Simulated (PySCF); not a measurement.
## From a computed spectrum to the compound

A species of 3 atoms with charge 1 has these harmonic modes (PBE0, small Gaussian bases with core potentials, PySCF 2.14.0):

```tsv
cm⁻¹	km/mol	symmetry
134	17.2	a1
664	153.0	b2
677	54.4	a1
```

Q: Which species is it, and in which structure?

A: [DyF2]+ (singlet in the valence; each metal's 4f electrons, 9 of them, lie in its core potential, out of spins and levels):
```xyz
3

Dy    0.0000    0.0000   -0.2079
F     1.5817    0.0000    0.8968
F    -1.5817    0.0000    0.8968
```
Ideal gas at 298.15 K and 1 bar: S = 302.0 J/(mol K), Cp = 48.7 J/(mol K), H − H(0 K) = 12.3 kJ/mol (rigid rotor, harmonic modes, spin degeneracy alone, that of the 4f electrons in the core included). An lcecp potential fixes the number of 4f electrons, so in runs with it no electron can move into or out of that shell.
 This is one of several that fit.
